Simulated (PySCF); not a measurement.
Compound: C6H7BN2.
Bonds: B1–N2, N2–C3 (aromatic), C3–C4 (aromatic), C4–C5 (aromatic), C5–C6 (aromatic), C6–C7 (aromatic), C7–C8, C8–N9 (triple), N2–C7 (aromatic). Hydrogens: H10, H11, H12 on B1; H13 on C3; H14 on C4; H15 on C5; H16 on C6.

Computed with PySCF at PBE0/pcSseg-1, non-relativistic, on one gas-phase PBE0-D3(BJ)/def2-SVP geometry that isn't relaxed in the solvent. The solvent is an IEF-PCM continuum (cavity from Bondi-type radii × 1.2). Only the electrostatic response of the medium enters.

```json
{"run": "gas", "E − E(gas) (kJ/mol)": "0.00", "HOMO (eV)": "-7.70", "HOMO–LUMO gap (eV)": "4.78", "dipole (D)": "8.52"}
{"run": "P", "E − E(gas) (kJ/mol)": "-25.12", "HOMO (eV)": "-7.84", "HOMO–LUMO gap (eV)": "5.09", "dipole (D)": "9.85"}
{"run": "Q", "E − E(gas) (kJ/mol)": "-40.04", "HOMO (eV)": "-7.93", "HOMO–LUMO gap (eV)": "5.27", "dipole (D)": "10.65"}
```

Question: The runs were made in benzene and chloroform. Which run belongs to which solvent?

Answer: P = benzene, Q = chloroform. The dielectric constants are 2.271 (benzene), 4.711 (chloroform), and the energy falls further as ε rises. In this model the ground state sees the solvent through ε alone.

Question: How constant is the ratio of the lowering to (ε − 1)/(2ε + 1)?

Answer: 
| solvent | (ε − 1)/(2ε + 1) | E − E(gas) (kJ/mol) | ratio (kJ/mol) | polarisation term (kJ/mol) |
| --- | --- | --- | --- | --- |
| benzene | 0.229 | -25.12 | -109.5 | -28.39 |
| chloroform | 0.356 | -40.04 | -112.4 | -48.37 |

The ratio changes by +2.6 % in size from benzene to chloroform. The polarisation term is half the interaction of the solute with the induced surface charges.
